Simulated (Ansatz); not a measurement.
Frontier orbitals of BH$_{7}$O$_{4}$Si.

```xyz
13

O     1.0849   -2.0045    2.2836
B     0.7138   -1.1118    1.3234
O    -0.5544   -1.0671    0.7567
O     1.6473   -0.2239    0.9139
O    -0.9362    0.1711   -1.7287
Si   -0.5205    1.7510   -1.6523
H     0.4228   -2.6429    2.5470
H    -1.1861   -1.7012    1.0983
H     1.3413    0.4049    0.2535
H    -0.9115   -0.3260   -0.8967
H     0.7447    1.9296   -0.8675
H    -1.5550    2.5954   -0.9952
H    -0.2911    2.2254   -3.0361
```

The species carries charge 0 and has multiplicity 1. The bonds changed during the relaxation, so this is another structure than the one it started from. Geometry: relaxed with PBE0-D4/def2-TZVP. It is one conformer, not always the lowest. Basis def2-TZVPP, Ansatz.

```
 functional  HOMO (eV)  LUMO (eV)  gap (eV)
LDA (SPW92)      -7.17      -1.40      5.77
        PBE      -7.06      -1.18      5.88
       BLYP      -6.98      -1.21      5.77
     r2SCAN      -7.44      -0.59      6.85
       PBE0      -8.60      -0.32      8.28
    ωB97M-V     -10.95       1.12     12.07
```

From PBE to PBE0 the HOMO moves by −1.54 eV and the LUMO by +0.86 eV, and with ωB97M-V by −3.89 and +2.30 eV, so the gap grows from 5.88 to 12.07 eV with exact exchange. A positive LUMO is unbound and depends on the basis.
